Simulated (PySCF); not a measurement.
Computed shifts of a molecule C4H4F2, PySCF with PBE/pcSseg-1, GIAO, gas phase, atoms alike by connectivity averaged where their shifts nearly agree, in ppm (number of nuclei): ¹⁹F: -137.4 (2). ¹³C: 133.0 (2), 29.6 (2). ¹H: 2.64 (4). References: ¹⁹F against CFCl3 (σ = 133.6 ppm); ¹³C against TMS (σ = 182.0 ppm); ¹H against TMS (σ = 31.49 ppm), references at their B3LYP-D3(BJ)/def2-TZVP geometries, non-relativistic. Geometry: B3LYP-D3(BJ)/def2-SVP. The values are those of a single conformer.

Question: Pick the molecule that these values belong to.
(A) C=C/C(F)=C/F
(B) FC1=C(F)CC1
(C) C#CCC(F)F
(D) CC(F)=C=CF

Answer: B, FC1=C(F)CC1
